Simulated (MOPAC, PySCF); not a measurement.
F4Ge, SMILES `[F][Ge]([F])([F])[F]`, neutral singlet in the gas phase. 

Cartesian coordinates (Å):
```xyz
5

F      1.2160    -1.2071    -0.1034
Ge     0.0000     0.0000     0.0000
F      0.7264     1.5528    -0.0862
F     -1.1047    -0.1877    -1.3003
F     -0.8377    -0.1580     1.4899
```
Charge 0, multiplicity 1.

All levels are single points at this geometry (PBE-D3(BJ)/def2-TZVP); Pople sets use spherical d functions. Orbital energies aren't observables, and empty levels follow the basis.

B3LYP/3-21G in PySCF gives gap (eV) = 9.01.

Problem. Estimate the gap (eV) from each of these levels: PBE-D3(BJ)/def2-TZVP in PySCF; B3LYP/6-31G* in PySCF; M06-2X/6-31G* in PySCF; SVWN5/6-31G* in PySCF; PM7 in MOPAC.

Solution. 
| level | gap (eV) |
|---|---|
| PBE-D3(BJ)/def2-TZVP in PySCF | 7.16 |
| B3LYP/6-31G* in PySCF | 9.46 |
| M06-2X/6-31G* in PySCF | 13.80 |
| SVWN5/6-31G* in PySCF | 6.72 |
| PM7 in MOPAC | 10.83 |
